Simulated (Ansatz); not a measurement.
Ansatz (a first-principles code) input (PBE0/def2-TZVP):

Ansatz 0.2 input:
```yaml
crystal:
  periodic: [false, false, false]
  atoms:
    - {symbol: C, position_ang: [-0.97646967, 1.41353695, -1.03215171]}
    - {symbol: Si, position_ang: [-0.12860626, -0.05963539, -0.33227811]}
    - {symbol: C, position_ang: [1.37385376, -0.51631042, -1.33723381]}
    - {symbol: C, position_ang: [-1.31160237, -1.48545994, -0.12390658]}
    - {symbol: Cl, position_ang: [0.55172370, 0.45505596, 1.58460719]}
    - {symbol: H, position_ang: [-2.02849380, 1.61766838, -0.86484274]}
    - {symbol: H, position_ang: [-0.44880748, 2.18775859, -1.57856746]}
    - {symbol: H, position_ang: [1.91211696, -1.34501275, -0.87405743]}
    - {symbol: H, position_ang: [1.08214491, -0.81759545, -2.34626542]}
    - {symbol: H, position_ang: [2.05964719, 0.32870968, -1.41803589]}
    - {symbol: H, position_ang: [-1.68642981, -1.81674151, -1.09538402]}
    - {symbol: H, position_ang: [-2.16549261, -1.19609357, 0.49094230]}
    - {symbol: H, position_ang: [-0.81819100, -2.33034877, 0.35953450]}
basis:
  gaussian:
    orbitals: def2-TZVP
hamiltonian:
  xc: {name: PBE0}
magnetization: {spin_polarized: true, initial_magnetization: 1}
```

Output:

```
Functional definition: PBE0
integrals: 0.16 GiB planned
1428 factors; their error is unknown
0.28 GiB of the device are held for the grids
1.24 GiB of device memory are held for the factors and their scratch space
mean field: 1.33 GiB planned
mean field evaluation 1: about -23620.4942 eV, gradient 5.2e1 eV
mean field evaluation 2: about -23617.1610 eV, gradient 5.5e1 eV
mean field evaluation 4: about -23633.0347 eV, gradient 2.8e0 eV
mean field evaluation 8: about -23633.0740 eV, gradient 6.3e-2 eV
mean field evaluation 16: about -23633.1321 eV, gradient 1.6e-4 eV
mean field -23633.13210103 eV, -868.5015856007 hartree, gradient 3.7e-5 eV, S^2 0.754369; 0 other end points of the search recorded, 0 dependent functions left out
reference -23633.13213487 eV, -868.5015868441 hartree; 29, 28 occupied and 186, 187 virtual orbitals, 1428 factors
Total energy: -23633.13213487 eV, -868.5015868441 hartree
```

It need not be the lowest isomer of its formula.
